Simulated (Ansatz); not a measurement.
One change: `Cl[Si](Cl)(Cl)I` becomes `[Cl][SnH2][Si](Cl)(Cl)Cl`.

Ansatz, PBE0-D4/def2-TZVP geometries, multiplicity 1. Each molecule was computed in one conformer, which needn't be the lowest.

Elements past krypton have def2 core potentials.

| property | `Cl[Si](Cl)(Cl)I` |
| --- | --- |
| size of the dipole moment (B3LYP/def2-TZVPP) / D | 0.45 |
| HOMO energy (PBE/def2-TZVPP) / eV | -7.06 |
| LUMO energy (PBE/def2-TZVPP) / eV | -2.33 |
| LUMO energy (ωB97M-V/def2-TZVPP) / eV | 0.49 |
| HOMO energy (PBE0/def2-TZVPP) / eV | -8.25 |
| HOMO–LUMO gap (B3LYP/def2-TZVPP) / eV | 6.28 |

**Question.** What does the change do to each property? (Estimate.)

**Answer.** Computed: 
```csv
property,`[Cl][SnH2][Si](Cl)(Cl)Cl`,shift
size of the dipole moment (B3LYP/def2-TZVPP) / D,2.08,1.63
HOMO energy (PBE/def2-TZVPP) / eV,-7.07,-0.01
LUMO energy (PBE/def2-TZVPP) / eV,-2.25,0.08
LUMO energy (ωB97M-V/def2-TZVPP) / eV,0.30,-0.19
HOMO energy (PBE0/def2-TZVPP) / eV,-8.26,-0.01
HOMO–LUMO gap (B3LYP/def2-TZVPP) / eV,6.39,0.11
```

Dipoles are sizes alone; their direction can turn.

B3LYP here is the variant with VWN-RPA as its local correlation; programs differ in this.

Spin–orbit coupling is left out; it splits and shifts lone-pair levels of the heavy atoms by tenths of an eV.
